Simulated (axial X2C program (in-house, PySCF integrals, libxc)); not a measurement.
## Curves of MoBr from open-shell CI on d5 s0 p(π)0

Computed with an in-house all-electron X2C program for linear molecules (integrals from PySCF): two-component X2C with atomic mean-field Coulomb and Gaunt terms, basis Mo dyall-v3z, Br dyall-v3z (cores contracted in-house). Orbitals come from Hartree–Fock averaged over the configuration Mo d5 s0 p(π)0; CI then distributes these electrons over the d, s, p(π) shells of Mo.

Scan along the bond; masses Mo 97.905 u, Br 78.918 u. Energies in cm⁻¹ from the lowest point; levels are followed by energy order within each Ω. Lowest level at 2.538 Å: 100% d5.

| R (Å) | (1)Ω=1/2 | (1)Ω=3/2 | (1)Ω=5/2 | (2)Ω=1/2 | (2)Ω=3/2 |
| --- | --- | --- | --- | --- | --- |
| 2.360 | 1751 | 1756 | 1766 | 18702 | 18740 |
| 2.449 | 463 | 468 | 476 | 17656 | 17692 |
| 2.538 | 0 | 4 | 12 | 17427 | 17463 |
| 2.640 | 165 | 168 | 175 | 17854 | 17889 |
| 2.741 | 817 | 819 | 824 | 18753 | 18789 |
| 2.855 | 1917 | 1919 | 1923 | 20117 | 20154 |
| 2.995 | 3578 | 3579 | 3580 | 21947 | 21985 |

(1) Fit the curves (1)Ω=1/2, (1)Ω=3/2, (1)Ω=5/2 near their minima.

The 5 lowest curves are shown; the next is (3)Ω=1/2, from 17901 cm⁻¹.

There is no dynamic correlation: spin–orbit spacings and, for f shells, spacings inside one term are the most reliable numbers, splittings between terms come out too wide, and energies between configurations are not reliable, so the lowest level need not be the ground state of the molecule. For d shells the ligand-field splittings (σ, π, δ) and their order can be off by a thousand cm⁻¹ or more. At most 4 roots were kept for each Ω > 0 (twice that for Ω = 0) within 3.2 eV of the lowest, so higher up levels can be missing between those listed; levels with Ω > 0 are doubly degenerate and listed once, Ω = 0 levels singly. Some active spinors are only partly of the character that their shell is named for, so the shell names and counts are nominal. States that fill the shells left empty in the average are placed too high.

Results:

(1) From the open-shell CI curves, Te from the lowest:

| level | Te (cm⁻¹) | Re (Å) | ωe (cm⁻¹) |
| --- | --- | --- | --- |
| (1)Ω=1/2 | 0 | 2.561 | 224.7 |
| (1)Ω=3/2 | 4 | 2.561 | 224.6 |
| (1)Ω=5/2 | 11 | 2.561 | 224.5 |

Without dynamic correlation distances can be off by several hundredths of an Å (long for ionic bonds, short for multiple bonds) and the wavenumbers are rough.
